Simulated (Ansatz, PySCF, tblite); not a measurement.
Bond stretch in Mg₂, singlet.

GFN2-xTB, 300 K electronic temperature (tblite); RKS-B3LYP/6-31G* = restricted B3LYP/6-31G*, spherical d (PySCF); UHF/STO-3G = unrestricted Hartree-Fock/STO-3G (PySCF); FCI = full CI/cc-pVTZ, frozen core (Ansatz, a program for electronic structure).

Energies relative to the lowest point of each curve near equilibrium, in kJ/mol; the last columns give the difference from FCI:

```tsv
R / Å	GFN2-xTB	RKS-B3LYP/6-31G*	UHF/STO-3G	FCI	GFN2-xTB − FCI	RKS-B3LYP/6-31G* − FCI	UHF/STO-3G − FCI
2.72	14.9	43.6	2.8	43.8	-28.9	-0.2	-41.0
2.86	4.8	27.4	0.0	27.4	-22.6	0.0	-27.4
3.03	0.0	14.8	2.3	14.8	-14.8	0.0	-12.5
3.30	3.2	4.7	10.5	4.8	-1.6	-0.1	5.7
3.42	6.6	2.5	14.3	2.6	3.9	-0.1	11.6
3.50	9.6	1.5	16.5	1.7	7.9	-0.1	14.9
3.60	14.3	0.7	19.0	0.9	13.4	-0.1	18.2
3.68	18.5	0.4	20.8	0.4	18.0	-0.1	20.3
3.83	26.9	0.0	23.3	0.1	26.9	0.0	23.3
3.97	35.2	0.0	25.0	0.0	35.2	0.0	25.0
4.16	46.5	0.2	26.6	0.2	46.4	0.0	26.4
4.52	66.4	0.7	27.8	0.9	65.5	-0.2	26.9
4.82	79.9	1.1	28.2	1.5	78.3	-0.4	26.6
5.39	97.7	1.5	28.3	2.5	95.2	-1.0	25.8
5.95	107.3	1.6	28.3	3.2	104.1	-1.5	25.1
6.47	111.7	1.6	28.3	3.5	108.2	-1.9	24.8
7.14	114.2	1.6	28.3	3.8	110.5	-2.2	24.5
7.90	115.2	1.6	28.3	3.9	111.3	-2.4	24.4
8.73	115.6	1.5	28.3	4.0	111.6	-2.5	24.3
9.84	115.7	1.5	28.3	4.1	111.6	-2.6	24.2
10.77	115.8	1.5	28.3	4.1	111.7	-2.6	24.2
```

GFN2-xTB is furthest from FCI at 10.77 (111.7 kJ/mol, above); its mean absolute difference over the points is 58.5 kJ/mol.

RKS-B3LYP/6-31G* is furthest from FCI at 10.77 (-2.6 kJ/mol, below); its mean absolute difference over the points is 0.9 kJ/mol.

UHF/STO-3G is furthest from FCI at 2.72 (-41.0 kJ/mol, below); its mean absolute difference over the points is 22.7 kJ/mol.
